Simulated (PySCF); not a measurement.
C7H12N2.
Structure used (PBE0-D3(BJ)/def2-SVP), in Å, numbered top down from 1:
```xyz
21
C7H12N2 angstrom
C     -1.5510    0.9085   -0.2984
C     -0.8340   -0.2568    0.3854
C     -1.4602   -0.4908    1.7667
C     -1.0002   -1.5197   -0.4704
C      0.6373    0.0579    0.5432
C      1.3539    1.2152    0.1462
N      2.6428    1.1369    0.4515
N      2.7746   -0.0447    1.0384
C      1.6148   -0.7371    1.1237
H     -2.6223    0.6829   -0.4141
H     -1.4636    1.8344    0.2908
H     -1.1378    1.1008   -1.3004
H     -2.5366   -0.7091    1.6756
H     -0.9867   -1.3417    2.2806
H     -1.3411    0.3963    2.4072
H     -0.5608   -1.3772   -1.4693
H     -2.0664   -1.7698   -0.5948
H     -0.5030   -2.3851   -0.0057
H      0.9741    2.1050   -0.3536
H      3.6856   -0.3371    1.3659
H      1.5699   -1.7233    1.5816
```

Method: TDDFT CAM-B3LYP/def2-SVPD, vertical, gas phase, core orbitals frozen in the response in PySCF.

Transition dipole moments from the ground state, in atomic units and in the frame of the coordinates above (overall signs are arbitrary), for the states with f of 0.002 or more among the lowest 8:

```csv
state,E (eV),μx,μy,μz
S1,6.537,-0.316,0.536,-0.316
S2,6.594,-0.037,0.087,0.202
S3,6.910,-0.025,0.080,0.160
S4,6.990,-0.405,-0.313,0.066
S6,7.268,-0.069,0.142,0.309
S7,7.702,0.013,-0.045,-0.092
S8,7.821,0.051,-0.098,-0.215
```

Work out the oscillator strengths.

f = (2/3) ΔE |μ|² with ΔE in hartree (27.2114 eV).

```csv
state,|μ|² (au),|μ| (D),f
S1,0.487,1.77,0.078
S2,0.050,0.57,0.008
S3,0.033,0.46,0.006
S4,0.266,1.31,0.046
S6,0.120,0.88,0.021
S7,0.011,0.26,0.002
S8,0.058,0.61,0.011
```

What is the point group, and which symmetry does each of these states have?

Cs. Polarised normal to the mirror plane, so A″: S2, S3, S6, S7 and S8. Polarised in the mirror plane, so A′: S1 and S4.

Which bond between heavy atoms lies closest to the direction of the S1 transition dipole?

C1–C2, at 1° from it; next C5–C9 at 18°.

What angle do the transition dipoles of S1 and S6 make?

|cos θ| = |μa·μb| / (|μa| |μb|) = 0.00, so θ ≈ 90° (taken between 0 and 90°, since the signs are arbitrary).

All these states lie below the vertical ionisation energy of 8.84 eV (ΔSCF).
